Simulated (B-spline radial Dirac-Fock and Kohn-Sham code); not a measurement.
Magnetic form factor of the 4d shell of Dy²⁴⁺

System: Dy²⁴⁺ in the configuration 1s2 2s2 2p6 3s2 3p6 3d10 4s2 4p6 4d6.

Method: Dirac-Fock orbitals of the configuration average with a finite nucleus. Computed with a B-spline atomic structure program. ⟨j_K⟩ is the integral of the 4d radial density with the spherical Bessel function j_K(4πsr), s = sin θ/λ.

```
s (Å⁻¹)     ⟨j0⟩    ⟨j2⟩    ⟨j4⟩
      0   1.0000  0.0000  0.0000
   0.05   0.9941  0.0023  0.0000
    0.1   0.9767  0.0093  0.0000
   0.15   0.9483  0.0205  0.0002
    0.2   0.9097  0.0355  0.0005
   0.25   0.8621  0.0536  0.0011
    0.3   0.8070  0.0741  0.0023
   0.35   0.7458  0.0961  0.0040
    0.4   0.6802  0.1188  0.0065
   0.45   0.6119  0.1412  0.0099
    0.5   0.5425  0.1625  0.0143
    0.6   0.4068  0.1992  0.0258
    0.7   0.2834  0.2243  0.0409
    0.8   0.1795  0.2356  0.0583
    0.9   0.0988  0.2332  0.0766
      1   0.0415  0.2187  0.0940
    1.1   0.0057  0.1951  0.1088
    1.2  -0.0122  0.1658  0.1197
    1.4  -0.0119  0.1030  0.1277
    1.6   0.0110  0.0498  0.1181
```

Radial moments of the shell: ⟨r²⟩ = 0.3193, ⟨r⁴⟩ = 0.1509, ⟨r⁶⟩ = 0.09606 in powers of bohr.
